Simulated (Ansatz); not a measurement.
Mulliken charges of Cl₂F₃HMoO, SMILES `[OH][Mo]([F])([F])([F])([Cl])[Cl]` from B3LYP/def2-TZVPP in Ansatz (PBE0-D4/def2-TZVP geometry).

```tsv
atom	x (Å)	y (Å)	z (Å)	charge (e)
O1	-0.297	-1.493	0.188	-0.356
Mo2	0.163	0.239	-0.132	1.434
F3	1.438	0.253	1.187	-0.312
F4	-0.969	0.386	-1.567	-0.312
F5	0.325	2.060	-0.184	-0.298
Cl6	-1.534	0.714	1.375	-0.227
Cl7	1.820	-0.214	-1.602	-0.169
H8	-0.947	-1.944	0.735	0.240
```

By hand: the dipole of these point charges (1 e Å = 4.8032 D).

Σ q r = (-0.090, -0.531, 0.052) e Å, of length 0.541 e Å = 2.60 D.

How does the dipole of the full density compare? (Estimate.)

Computed: (-0.140, -0.581, 0.095) e Å, 2.91 D; the point charges give 0.89 times that, at 5° from its direction.

Point charges leave out the atoms' own dipoles, such as those of lone pairs, and Mulliken's split depends on the basis, so the close match here is no proof of good charges.

B3LYP here is the variant with VWN-RPA as its local correlation; programs differ in this.
